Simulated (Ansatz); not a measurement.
`NCSCO` + `[AlH2][SH]` → `NC[S][AlH2]` + `OCS`  (substitution at a C–S bond)

Computed with Ansatz on PBE0-D4/def2-TZVP structures; ΔE is electronic, products minus reactants. CCSD(T)/CBS adds triple-zeta CCSD(T) − MP2 to the extrapolated MP2 energy (def2 sets, frozen cores). This one scheme is used for every species. Each species was taken in one conformer, which may not be the lowest.

`NCSCO`:

```xyz
12

N    -0.995    0.722    2.012
C    -0.310    0.706    0.758
S    -0.763   -0.727   -0.306
C     0.461   -0.532   -1.615
O     1.782   -0.767   -1.214
H    -1.998    0.773    1.890
H    -0.787   -0.103    2.559
H    -0.538    1.618    0.203
H     0.768    0.661    0.919
H     0.138   -1.207   -2.416
H     0.431    0.491   -1.995
H     1.811   -1.633   -0.794
```

`[AlH2][SH]`:

Cartesian coordinates in Å:
```
Al 0.316 -0.460 0.337
S -0.002 1.518 -0.527
H 1.649 -0.666 1.157
H -0.779 -1.577 0.108
H -1.183 1.185 -1.075
```

`NC[S][AlH2]`:

Cartesian coordinates in Å:
```
N 1.796 -0.085 0.475
C 0.728 0.660 -0.138
S -0.089 -0.350 -1.430
Al -2.017 -0.733 -0.514
H 1.436 -0.833 1.054
H 2.371 0.518 1.051
H 1.154 1.522 -0.655
H -0.046 1.026 0.548
H -3.073 -1.582 -1.327
H -2.262 -0.142 0.937
```

`OCS`:

```xyz
7

O     0.969   -0.132    0.767
C    -0.144    0.335    0.048
S    -1.301   -1.000   -0.261
H     1.583    0.600    0.878
H    -0.723    1.073    0.617
H     0.149    0.786   -0.906
H    -0.534   -1.661   -1.143
```

```tsv
species	CCSD(T)/def2-TZVPP energy (Eh)
`NCSCO`	-607.79998
`[AlH2][SH]`	-641.55849
`NC[S][AlH2]`	-736.05679
`OCS`	-513.28762
```

Question: Work out ΔE.

Answer: ΔE = (-736.05679) + (-513.28762) − (-607.79998) − (-641.55849) = 0.01406 Eh = +36.9 kJ/mol. CCSD(T)/CBS gives +35.8 kJ/mol.

Largest T1 diagnostic among the species: 0.011.
